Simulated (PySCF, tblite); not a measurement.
Calculations on `[SiH3]Oc1[c]cccc1` [radical], in the order of a workflow; each names the level of the geometry that it ran on. Settings lines and outputs come from a driver script.

Compound: C6H7OSi (doublet state).
Bonds: Si1–O2, O2–C3, C3–C4 (aromatic), C4–C5 (aromatic), C5–C6 (aromatic), C6–C7 (aromatic), C7–C8 (aromatic), C3–C8 (aromatic). Hydrogens: H9, H10, H11 on Si1; H12 on C5; H13 on C6; H14 on C7; H15 on C8.

Step 1: GFN2-xTB geometry optimisation, gas phase (tblite 0.8.0) (from a force-field or distance-geometry start)
```json
{"job": {"kind": "relax", "xc": "GFN2-xTB", "basis": "xTB"}, "charge": 0, "multiplicity": 2}
```
```
step      E/eV     max force
  0    -602.49722    2.054
  1    -602.64749    1.205
  2    -602.71320    0.702
...
 94    -602.97525    0.030
 95    -602.97540    0.022
 96    -602.97546    0.014
 97    -602.97549    0.011
 98    -602.97551    0.009
```

Energy lowered by 11.0 kcal/mol over 98 steps; largest atomic force 0.009 eV/Å at the end. «max force» is the largest atomic force in eV/Å.

Hardware: one thread, Arm Neoverse V2 (aarch64), shared host with 96 logical CPUs at a one-minute load of 70. Cost: 0.54 s.

Step 2: GFN2-xTB harmonic vibrations, gas phase (tblite 0.8.0) (on the GFN2-xTB geometry)
```json
{"job": {"kind": "ir", "xc": "GFN2-xTB", "basis": "xTB"}, "charge": 0, "multiplicity": 2}
```
```
(table of modes left out)
```

39 modes from 65 to 3089 cm⁻¹ (unscaled, harmonic); zero-point energy 64.6 kcal/mol; all wavenumbers are real at this level.

Hardware: one thread of an Arm Neoverse V2, shared host with 96 logical CPUs at a one-minute load of 70. Cost: 0.41 s.

Step 3: UKS B3LYP, pcH-1 on C H O Si, non-relativistic, mean-field spin-orbit, GIAO (PySCF 2.14.0) (on the GFN2-xTB geometry)
```json
{"job": {"kind": "epr", "basis": "pcH-1"}, "charge": 0, "multiplicity": 2}
```
```
...
E = -597.53505615 Eh   <S^2> = 0.7567 (exact 0.7500)
g shifts (ppm)      1          2          3
  rmc          -159       -159       -159
  gc             23         11         24
  oz_so        -225        -13        839
  total        -361       -161        704
hyperfine (MHz)  atom isotope    a_iso     a_fc   dipolar eigenvalues
    0  29Si      -0.83      -0.84     -2.13      0.52      1.61
    1   17O     -13.56     -13.55     -4.81      1.25      3.56
    2   13C      -3.03      -3.01    -15.42     -5.57     20.99
    3   13C     361.18     361.26    -77.43    -61.10    138.53
    4   13C       3.99       4.00    -13.10     -1.57     14.66
    5   13C      45.49      45.50     -6.42     -2.68      9.10
    6   13C      -4.61      -4.61     -5.89      2.14      3.76
    7   13C      28.50      28.50     -5.39     -1.95      7.34
    8    1H       2.93       2.93     -1.13     -0.90      2.04
    9    1H       6.18       6.18     -3.04     -2.20      5.25
   10    1H       5.90       5.89     -3.00     -2.18      5.18
   11    1H      65.33      65.33     -6.74     -5.55     12.29
   12    1H      12.31      12.31     -3.19     -2.19      5.38
   13    1H       5.18       5.18     -1.61      0.20      1.41
   14    1H      28.59      28.59     -2.94     -1.93      4.87
```

⟨S²⟩ 0.757; g_iso 2.0024. rmc, gc and oz_so are the mass-correction, gauge-correction and orbital-Zeeman/spin–orbit parts of the g shift along its three principal axes; a_iso is the isotropic hyperfine coupling and a_fc its Fermi-contact part. The log counts atoms from 0, this text from 1.

The run took 1.7 min (with the writing of density and orbital grids) on one thread of an Arm Neoverse V2, shared host with 96 logical CPUs at a one-minute load of 68, and the process peaked at 0.97 GiB of memory.

Geometry of the electronic-property runs (GFN2-xTB):
```
atom  x, y, z in Å
Si1    2.8914    0.1428   -0.5031
O2     1.5523   -0.7873   -0.3696
C3     0.3076   -0.3597   -0.0990
C4    -0.0277    0.9545    0.1093
C5    -1.2812    1.4017    0.3855
C6    -2.3107    0.4628    0.4664
C7    -2.0223   -0.8739    0.2619
C8    -0.7346   -1.2908   -0.0174
H9     3.8553   -0.9086   -0.7851
H10    3.1410    0.8548    0.7502
H11    2.7366    1.1111   -1.5886
H12   -1.4850    2.4506    0.5406
H13   -3.3163    0.7882    0.6864
H14   -2.8139   -1.6068    0.3207
H15   -0.4971   -2.3315   -0.1801
```

 (This holds for the electronic-property runs.)

One conformer stands for the species.
